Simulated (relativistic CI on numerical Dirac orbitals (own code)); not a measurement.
Computed by Dirac-Coulomb-Breit CI, KLI orbitals optimised for each configuration, model QED, unscaled Slater integrals (own radial code, finite nucleus).

The strongest absorption lines from the ground level of an ion, among the configurations computed and to levels below about 3880 eV (vacuum wavelength in Å, gf): 4.2567 (2.2), 4.2579 (1.8), 4.2637 (0.86), 4.2855 (0.83), 4.4144 (1.7), 4.4263 (1), 4.4372 (1.9), 4.4463 (0.73).

(1) Which ion is it?
A. Tc XXXIII
B. Tc XXXV
C. Rb XXIX
D. Tc XXXVII

Results:

(1) B. Tc XXXV has 9 electrons and the ground level 2s2.2p5 2P°_3/2; the strongest line goes to 2s2.2p4.3d 2F_5/2. The pattern of lines fixes the number of electrons, and along that sequence the line energies rise steadily with the charge (about as its square where n changes within one kind of shell, about linearly where n is kept but much faster in heavy ions where fine structure, which grows about as Z⁴, sets the gap, and irregularly where shells cross), which fixes Z. Configurations outside the model, such as inner-shell arrays, can give stronger lines. At this charge energies of transitions that change n are usually good to better than 1 %, and those within a shell (Δn = 0) to a few per cent.

LS names give the leading component of a level, which can be under half, so a name can repeat, a term be missing and a line seem to break the LS rules.
